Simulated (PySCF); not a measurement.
**Spinor energies of Ga²⁺ (gallium, charge +2)**

Start: [Ar] 3d10 4s1; 4s1/2 filled at m_j = +1/2. Calculated with PySCF 2.14 in x2c-SVPall-2c (5s6p3d, 38 functions): generalised Hartree-Fock with the X2C-1e Hamiltonian and a Gaussian nucleus; one run each with spin-orbit coupling (SO) switched off, then screened by Boettger's factors.

```
spinor shell  electrons  ε, spin-free (eV)  ε, screened SO (eV)  weight of nominal j (screened SO)  rms radius, screened SO (bohr)
       1s1/2          2           -10457.9             -10457.8                              1.000                          0.0561
       2s1/2          2            -1360.5              -1360.5                              1.000                           0.236
       2p1/2          2            -1182.9              -1201.9                              1.000                           0.209
       2p3/2          4            -1182.9              -1173.7                              1.000                           0.212
       3s1/2          2            -199.15              -199.15                              1.000                           0.699
       3p1/2          2            -143.36              -146.02                              1.000                           0.730
       3p3/2          4            -143.36              -142.06                              1.000                           0.740
       3d3/2          4            -51.969              -52.286                              0.991                           0.885
       3d5/2          6            -51.969              -51.759                              0.994                           0.889
       4s1/2          1            -29.670              -29.670                              1.000                            2.31
```

| quantity | spin-free | screened SO |
| --- | --- | --- |
| E (hartree) | -1940.94359 | -1940.99364 |
| M_J | 1/2 | 1/2 |
| ⟨J²⟩ | 0.750 | 0.750 |
| ⟨L²⟩ | 0.000 | 0.002 |
| ⟨S²⟩ | 0.750 | 0.752 |

Each row is a mean over spinors that exchange with the open shell spreads, by up to 0.468 eV (3s1/2).

Without spin-orbit coupling the j labels of p, d and f shells carry no meaning; the spin-free column gives the mean over the occupied spinors of each nl shell.
